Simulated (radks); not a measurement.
The oxygen anion O2-, [Ne], held by a Watson sphere: a shell of charge +2 at radius R that stands for the Madelung well of a crystal (potential energy -2/R inside, -2/r outside, in hartree with lengths in bohr). All-electron calculation, scalar-relativistic Kohn-Sham, LDA (Slater exchange, VWN5 correlation), spin-polarised, spherical densities, finite nucleus; Fermi nuclear charge, rms radius of each element as measured or else 0.836 A^(1/3) + 0.57 fm. Program: a radial shooting solver on a logarithmic mesh with Libxc functionals. Response by self-consistent Sternheimer equations with the Hartree and adiabatic LDA kernel, the relativistic mass of each level held fixed and spin-orbit coupling left out. The sphere does not respond.

\begin{tabular}{lrrrrrrr}
R (bohr) & e(1s) (eV) & e(2s) (eV) & e(2p) (eV) & <r> 2p (bohr) & sum of <r^2> (bohr^2) & X-ray form factor at sin(theta)/lambda = 0.3 1/angstrom & alpha (bohr^3) \\ \hline
1.78 & -504.61 & -22.967 & -8.706 & 1.437 & 20.18 & 4.227 & 11.75 \\
2.21 & -504.56 & -21.038 & -7.158 & 1.539 & 23.20 & 4.103 & 18.01 \\
2.48 & -504.35 & -20.077 & -6.329 & 1.598 & 25.08 & 4.067 & 23.37 \\
3.04 & -503.79 & -18.567 & -4.934 & 1.709 & 29.07 & 4.043 & 39.37 \\
3.33 & -503.49 & -17.983 & -4.359 & 1.763 & 31.22 & 4.041 & 51.08 \\
3.55 & -503.28 & -17.608 & -3.980 & 1.802 & 32.91 & 4.041 & 62.00 \\
3.79 & -503.06 & -17.254 & -3.614 & 1.844 & 34.82 & 4.042 & 76.36 \\
3.82 & -503.04 & -17.214 & -3.571 & 1.849 & 35.07 & 4.042 & 78.35 \\
\end{tabular}
